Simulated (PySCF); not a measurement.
AgH₆N₂, SMILES [Ag+](<-[NH3])<-[NH3], charge +1, multiplicity 1. Atoms are numbered in the order given.

```xyz
9

Ag     0.0000     0.0000     0.0000
N      0.0000     0.0000     2.1339
H     -0.9432     0.1401     2.5270
H      0.5929     0.7468     2.5270
H      0.3503    -0.8869     2.5270
N      0.0000     0.0000    -2.1339
H     -0.9432    -0.1401    -2.5270
H      0.5929    -0.7468    -2.5270
H      0.3503     0.8869    -2.5270
```
Charge +1, spin multiplicity 1.

Geometry optimised at PBE-D3(BJ)/def2-SVP. The multiplicity is an assumed one; other spin states were not compared. The isomer is the one that the SMILES or the coordinates give; other isomers of the formula were not compared. The def2 effective core potentials stand for the cores of Ag; spin–orbit coupling is left out.

The numbers are results of HF/def2-TZVPD in PySCF, not measurements.

Mulliken values depend strongly on the basis, most of all with diffuse functions as here. ESP charges are fitted to the potential on shells at 1.4 to 2.0 van der Waals radii. Atomic charges (e):

| atom | Mulliken | ESP fit |
|---|---|---|
| Ag1 | 0.64 | 0.61 |
| N2 | -0.79 | -0.94 |
| H3 | 0.33 | 0.38 |
| H4 | 0.33 | 0.38 |
| H5 | 0.33 | 0.38 |
| N6 | -0.79 | -0.94 |
| H7 | 0.33 | 0.38 |
| H8 | 0.33 | 0.38 |
| H9 | 0.33 | 0.38 |
